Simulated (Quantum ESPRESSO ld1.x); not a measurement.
Results of a calculation; reference values are marked as such.
All-electron atom: B3+ in 1s1.5 2p0.5 (fractional occupations, a model configuration). Code: ld1.x of Quantum ESPRESSO 7.5. Model: scalar-relativistic Kohn-Sham, exchange-only LDA, spin-polarised, spherical densities, point nucleus; open shells are filled with parallel spins first. Some entries of the table are withheld. Estimate them.

orbital,occ.,eigenvalue (eV),<r^2> (bohr^2),<1/r> (bohr^-1)
1s up,1,-252.566,0.1359,(1)
1s down,0.5,-242.283,0.1390,(2)
2p up,0.5,(3),2.060,(4)
2p down,0,(5),2.243,(6)

Answer. 
(1) 1s up <1/r> (bohr^-1): 4.787
(2) 1s down <1/r> (bohr^-1): 4.738
(3) 2p up eigenvalue (eV): -42.9055
(4) 2p up <1/r> (bohr^-1): 0.9697
(5) 2p down eigenvalue (eV): -37.0768
(6) 2p down <1/r> (bohr^-1): 0.9438
